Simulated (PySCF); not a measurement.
Molecule: SMILES [SiH2](C#C[SiH3])O[SiH3], C2H8OSi3.

Bonds (- single, = double, # triple, : aromatic): Si1-C2, C2#C3, C3-Si4, Si4-O5, O5-Si6. Si1 carries H7, H8, H9; Si4 carries H10, H11; Si6 carries H12, H13, H14.

Frames of a GFN2-xTB Langevin trajectory at 300 K; GIAO PBE0/pcSseg-1 shieldings in PySCF, gas phase, non-relativistic; equivalent atoms averaged within each frame.

Referencing at the same level of theory: ²⁹Si (σ = 349.16 ppm) and ¹³C (σ = 186.93 ppm) and ¹H (σ = 31.72 ppm) vs TMS; ¹⁷O (σ = 336.08 ppm) vs H2O. The references are static minima.

How do the shifts (ppm) fluctuate along the trajectory?

## Answers


```csv
time (fs),Si6,Si4,Si1,C3,C2,O5,H10/H11,H12/H13/H14,H7/H8/H9
optimised geometry,-44.0,-57.0,-99.3,119.8,111.7,8.7,5.17,5.18,4.27
250,-45.6,-64.3,-100.3,121.9,108.3,10.3,5.33,4.89,4.03
425,-50.5,-52.1,-94.3,119.9,119.4,17.9,5.38,5.44,4.95
625,-42.4,-50.7,-105.1,119.2,120.8,-0.3,4.84,4.65,4.07
800,-45.1,-52.2,-105.2,131.8,115.5,19.8,5.61,5.75,4.87
1000,-43.8,-49.0,-100.4,119.0,114.9,14.1,5.88,5.28,4.48
mean of frames,-45.5,-53.7,-101.1,122.3,115.8,12.4,5.41,5.20,4.48
standard deviation,3.1,6.1,4.5,5.4,4.9,8.0,0.39,0.44,0.43
```

5 frames give an uncertainty of the mean of about the standard deviation over 2.2 at best, since frames this close in time may not be independent; classical motion lacks zero-point vibration, and the reference would need the same averaging.
